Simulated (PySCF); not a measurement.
H9N3Si3.
Numbering: `[NH:1]1[SiH2:2][NH:3][SiH2:4][NH:5][SiH2:6]1`

Structure used (GFN2-xTB), in Å, numbered top down from 1:
```xyz
15
H9N3Si3 angstrom
N      0.8563   -1.3757    0.0412
Si     1.7337    0.0414    0.4873
N      0.7282    1.3957    0.1223
Si    -0.9939    1.5013    0.1007
N     -1.5953   -0.0972   -0.1427
Si    -0.7379   -1.5224   -0.6030
H      1.3760   -2.2338    0.1010
H      2.0571   -0.0394    1.9220
H      2.9537    0.1805   -0.3220
H      1.2029    2.2818    0.1111
H     -1.3544    2.3966   -1.0101
H     -1.5420    1.9950    1.3751
H     -2.5970   -0.1734   -0.1642
H     -1.3998   -2.6719    0.0275
H     -0.6920   -1.6707   -2.0683
```

NICS is the negative of the GIAO shielding at a point without a nucleus: at the ring centre (0) and 1 Å above and below it (1); zz is the component along the ring normal. Level: GIAO PBE0/pcSseg-1 (PySCF, non-relativistic, gas phase) on the GFN2-xTB geometry, one conformer.

Ring bond lengths (Å), with Mayer bond orders in brackets: N1–Si2 1.725 (0.95), Si2–N3 1.726 (0.95), N3–Si4 1.726 (0.95), Si4–N5 1.725 (0.95), N5–Si6 1.726 (0.95), Si6–N1 1.726 (0.95).

What do the NICS probes read (ppm)?

```tsv
ring	type	NICS(0)	NICS(1), two faces	NICS(1)zz, two faces	rms pucker (Å)	centre to ring atoms, mean (Å)
N1–Si2–N3–Si4–N5–Si6	6-membered ring with 3 N and 3 Si; formal bonds all single	-2.7	-0.7 / -0.8	4.0 / 3.8	0.16	1.70
```

What do they say, and how far can they be read as aromaticity?

- N1–Si2–N3–Si4–N5–Si6: mean NICS(1)zz 3.9 ppm, deshielded. Si2, Si4, Si6 have four or more neighbours, and the NICS criterion for π rings isn't applied.

Give the inner angles of the rings and the Hirshfeld charges of the ring atoms.

- N1–Si2–N3–Si4–N5–Si6: N1 129.5° (-0.335 e), Si2 107.1° (+0.404 e), N3 129.2° (-0.331 e), Si4 107.0° (+0.404 e), N5 129.0° (-0.333 e), Si6 106.8° (+0.403 e); sum 708.7° against 720° for a flat convex ring.
